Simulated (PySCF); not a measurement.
Ionisation energy of B²⁺ by level of theory

B²⁺ [He] 2s1 (2S) → B³⁺ 1s2 (1S), as a difference of total energies. Computed with PySCF 2.14 in x2c-TZVPPall, with scalar relativity by spin-free X2C-1e. Correlated levels: valence and next inner shell: nothing frozen. The calculations carry no spin-orbit coupling.

```json
{"method": "UHF", "ionisation energy (eV)": "37.821"}
{"method": "LDA", "ionisation energy (eV)": "37.891"}
{"method": "PBE0", "ionisation energy (eV)": "38.223"}
{"method": "r2SCAN", "ionisation energy (eV)": "37.851"}
{"method": "M06-L", "ionisation energy (eV)": "37.236"}
{"method": "TPSSh", "ionisation energy (eV)": "38.142"}
{"method": "PW91", "ionisation energy (eV)": "38.343"}
{"method": "SCS-MP2 (valence and next inner shell)", "ionisation energy (eV)": "37.838"}
```

**Question.** Estimate what MP2 (valence and next inner shell) gives.

**Answer.** 37.838 eV, closest to SCS-MP2 (valence and next inner shell) among the rows shown.

**Question.** Estimate what PBE gives.

**Answer.** 38.278 eV, closest to PBE0 among the rows shown.

Errors of the correlated levels include the incompleteness of this basis.

For comparison: 37.931 eV (measured; NIST Atomic Spectra Database, ionization energies).
